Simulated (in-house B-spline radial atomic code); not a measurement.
Orbital energies and mean radii along the 65-electron series, configuration 1s2 2s2 2p6 3s2 3p6 3d10 4s2 4p6 4d10 4f5/2(6) 4f7/2(5) 5s2 5p6. The effective charge is n√(-2ε), a non-relativistic measure. Computed with a B-spline radial code for spherical atoms: Dirac-Hartree-Fock, jj configuration that fills j = l - 1/2 first, finite nuclei.

```tsv
ion	Z	energy of 4d3/2 (Eh)	mean radius of 4d3/2 (bohr)	energy of 5s1/2 (Eh)	mean radius of 5s1/2 (bohr)	energy of 5p1/2 (Eh)	mean radius of 5p1/2 (bohr)	effective charge of 4d3/2
Ho2+	67	-7.5119	0.59264	-2.761	1.304	-1.8379	1.456	15.504
Er3+	68	-8.5301	0.57754	-3.436	1.2514	-2.4489	1.3811	16.522
Tm4+	69	-9.658	0.56272	-4.1816	1.2009	-3.1268	1.3125	17.58
```
